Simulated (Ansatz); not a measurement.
## Which is lower?

The two ends of one reaction step of CH5GaO, singlet (PBE0-D4/def2-TZVP).

A:

```json
{"atom": "Ga1", "x (Å)": "-1.6120", "y (Å)": "-0.4665", "z (Å)": "-1.1890"}
{"atom": "C2", "x (Å)": "0.9639", "y (Å)": "0.3022", "z (Å)": "0.7117"}
{"atom": "O3", "x (Å)": "-1.3770", "y (Å)": "-2.0853", "z (Å)": "-1.0649"}
{"atom": "H4", "x (Å)": "0.7183", "y (Å)": "-0.7389", "z (Å)": "0.4950"}
{"atom": "H5", "x (Å)": "-1.8574", "y (Å)": "1.0311", "z (Å)": "-1.3244"}
{"atom": "H6", "x (Å)": "0.1373", "y (Å)": "0.7837", "z (Å)": "1.2367"}
{"atom": "H7", "x (Å)": "1.1788", "y (Å)": "0.8403", "z (Å)": "-0.2130"}
{"atom": "H8", "x (Å)": "1.8482", "y (Å)": "0.3334", "z (Å)": "1.3479"}
```

B:

```tsv
atom	x (Å)	y (Å)	z (Å)
Ga1	-0.7413	-0.0302	-0.5455
C2	0.7069	0.7327	0.5375
O3	-0.8743	-1.8134	-0.6895
H4	-0.2000	-2.2965	-0.2080
H5	-1.8550	0.7180	-1.3423
H6	0.2928	1.3218	1.3596
H7	1.3173	1.4072	-0.0680
H8	1.3535	-0.0397	0.9561
```

Ansatz 0.2.0; basis: def2-TZVPP; cores frozen in the correlated methods. Filled d shells of the heavier atoms are correlated. The def2 sets are not built for correlating such inner shells, so the correlated values are less sure here. B3LYP uses VWN-RPA correlation.

(1) Which structure is lower at CCSD(T), and by how much? (To be estimated.)

The T1 diagnostic stays at or below 0.024.

Results:

(1) Computed: B, by 1.737 eV (electronic energy, against the other). By their contacts, A is a complex of GaHO ([O][GaH]) + CH₄ and B is CH₅GaO ([CH3][GaH][OH]).

All methods give the same order:

| method | E(B) − E(A) (eV) |
| --- | --- |
| SPW92 | -1.775 |
| PBE-D4 | -1.498 |
| BLYP-D4 | -1.331 |
| r2SCAN-D4 | -1.690 |
| B97M-V | -1.634 |
| PBE0-D4 | -1.851 |
| B3LYP-D4 | -1.643 |
| r2SCAN0-D4 | -1.964 |
| BHLYP-D4 | -2.014 |
| CAM-B3LYP-D4 | -1.818 |
| wB97X-V | -1.882 |
| wB97M-V | -1.868 |
| B2PLYP | -1.568 |
| PBE-QIDH | -1.901 |
| RPA on PBE | -1.573 |
| HF | -2.294 |
| MP2 | -1.617 |
| CCSD | -1.894 |
| CCSD(T) | -1.737 |

Labels in which every atom is bracketed show which atoms are joined, not bond orders.

For scale, one of the runs: CCSD(T)/def2-TZVPP, 180 basis functions, launched by `ansatz run in.yaml --threads 2 --pin off --events-out ev --progress --plain --max-ram 4352MiB`. Time: 45 s of wall clock on 2 CPU threads of an Intel Xeon Platinum 8259CL; the host was shared. Peak host memory: 1.8 GiB.
